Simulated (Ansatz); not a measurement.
Basis-set extrapolation for `C#[C][AlH][F]` (PBE0-D4/def2-TZVP geometry, frozen core, Ansatz 0.2.0). Multiplicity 1, RHF reference.

|  | def2-TZVPP | def2-QZVPP |
| --- | --- | --- |
| HF | -418.368020 | -418.383342 |
| MP2 correlation | -0.622028 | -0.671848 |
| CCSD(T) correlation | -0.663932 | not run |

Energies in hartree. Use E(X) = E(∞) + A·exp(−7.88·√X) for Hartree–Fock and E(X) = E(∞) + B·X^(−2.97) for correlation, with X = 3 and 4, and add CCSD(T) minus MP2 of the smaller set to the MP2 limit.

**Question.** What is the CCSD(T) energy at the basis-set limit?

**Answer.** HF limit: -418.383342 + (-0.015322) × 0.13774 = -418.38545. MP2 limit: -0.671848 + (-0.049820) × 0.74074 = -0.70875. Higher-order term: -0.663932 − (-0.622028) = -0.04190. Total: -419.13610 hartree, 2.83 eV below CCSD(T)/def2-TZVPP.
